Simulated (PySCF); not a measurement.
Method used: PySCF, delta-SCF UKS SCAN, pcX-2 on the ionised atom, pcseg-1 elsewhere, spin-free X2C. Geometries: PBE0-D3(BJ)/def2-SVP; isolated species, one conformer each. Values against the vacuum level.

Question: Rank by computed C 1s binding energy, lowest first.
A. Carbon in `CS[SiH3]`
B. C2 in `[CH3:1][CH2:2][O:3][Si:4]([CH3:5])([CH3:6])[CH3:7]`
C. C2 in `[CH2:1]=[C:2]([CH3:3])[C:4](=[O:5])[O:6][CH2:7][CH3:8]`
D. C2 in `[CH2:1]=[CH:2][C@@H:3]([CH3:4])[O:5][C:6]([CH3:7])=[O:8]`

Answer: D (290.72 eV), C (290.98 eV), A (291.52 eV), B (291.98 eV).

From the lowest up, the atoms are bonded to: C (double bond), C and H (290.72); C (double bond) and 2 C (290.98); S and 3 H (291.52); O, C and 2 H (291.98).

Question: Order these sites by rising O 1s binding energy.
A. Oxygen in `[SiH3][O][GeH]([GeH3])[GeH3]`
B. O8 in `[CH2:1]=[CH:2][C@@H:3]([CH3:4])[O:5][C:6]([CH3:7])=[O:8]`
C. O6 in `[CH2:1]=[C:2]([CH3:3])[C:4](=[O:5])[O:6][CH2:7][CH3:8]`

Answer: A (537.05 eV), B (537.48 eV), C (539.09 eV).

From the lowest up, the atoms are bonded to: Ge and Si (537.05); C (double bond) (537.48); 2 C (539.09).
